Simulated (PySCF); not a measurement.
# Ionisation energy of K⁸⁺ by level of theory

K⁸⁺ [Ne] 3s1 (2S) → K⁹⁺ [Ne] (1S), as a difference of total energies. Calculation: PySCF 2.14, in an even-tempered Gaussian basis (19 s from 0.32 bohr⁻², ratio 2.5; 12 p from 0.42 bohr⁻², ratio 2.5; 5 d from 1.9 bohr⁻², ratio 2.7; 5 f from 2.9 bohr⁻², ratio 2.7); scalar relativity by spin-free X2C-1e. Correlated levels: outer shells: 1s2 frozen; virtual orbitals above 40 to 60 times the deepest correlated orbital energy dropped. The calculations carry no spin-orbit coupling.

```json
{"method": "UHF", "ionisation energy (eV)": "175.28"}
{"method": "LDA", "ionisation energy (eV)": "176.61"}
{"method": "PBE", "ionisation energy (eV)": "176.87"}
{"method": "PBE0", "ionisation energy (eV)": "176.55"}
{"method": "r2SCAN", "ionisation energy (eV)": "175.62"}
{"method": "BP86", "ionisation energy (eV)": "176.32"}
{"method": "TPSS", "ionisation energy (eV)": "176.26"}
{"method": "MP2 (outer shells)", "ionisation energy (eV)": "175.79"}
{"method": "SCS-MP2 (outer shells)", "ionisation energy (eV)": "175.69"}
```

**Question.** How much does correlation contribute at MP2 (outer shells)?

**Answer.** 175.79 − (175.28) = 0.51 eV, measured against UHF.

For comparison: 175.82 eV (semi-empirical (NIST evaluation); NIST Atomic Spectra Database, ionization energies).
